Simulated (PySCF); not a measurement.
A GIAO shielding run with PySCF (density fitting, non-relativistic, gas phase) on SMILES O[Si](O)(C1CC1)N([SiH3])[SiH3], C₃H₁₃NO₂Si₃:

```
$ OMP_NUM_THREADS=1 python probes_run.py task.json out

{"job": {"kind": "nmr", "xc": "PBE0", "basis": "pcSseg-1"}, "charge": 0, "multiplicity": 1}
O      0.090749    -0.160967     2.262634
Si     0.125777    -0.755804     0.743133
O      0.139254    -2.369470     0.898719
C      1.691447    -0.341260    -0.210887
C      2.639679     0.718761     0.277175
C      1.810321     0.970121    -0.936316
N     -1.285541    -0.196992    -0.128260
Si    -1.629400    -1.025917    -1.623315
Si    -2.213631     1.126153     0.505360
H      0.060503     0.781108     2.395253
H     -0.417660    -2.771470     1.560526
H      2.158735    -1.184181    -0.703197
H      3.699476     0.552686     0.150359
H      2.397189     1.246298     1.187715
H      2.298491     0.981793    -1.899968
H      0.985980     1.664645    -0.863285
H     -0.510779    -0.831988    -2.549880
H     -2.857765    -0.434503    -2.152421
H     -1.827414    -2.451955    -1.354206
H     -3.156816     1.547897    -0.523653
H     -2.910621     0.718764     1.730679
H     -1.298386     2.235666     0.832203
```

Hardware: 1 thread of an Intel Xeon 6975P-C, shared host. The job also computes population analyses, field gradients, ring-centre shieldings.

Problem. How large is the calculation?

Solution. 96 electrons, 239 basis functions and 1308 auxiliary functions.

Problem. How long does it take, and how much memory does it need?

Solution. 56 s of wall time, with 14 SCF cycles and 4 response iterations; peak memory 1.1 GiB. Times on a shared host scatter by some tens of per cent.
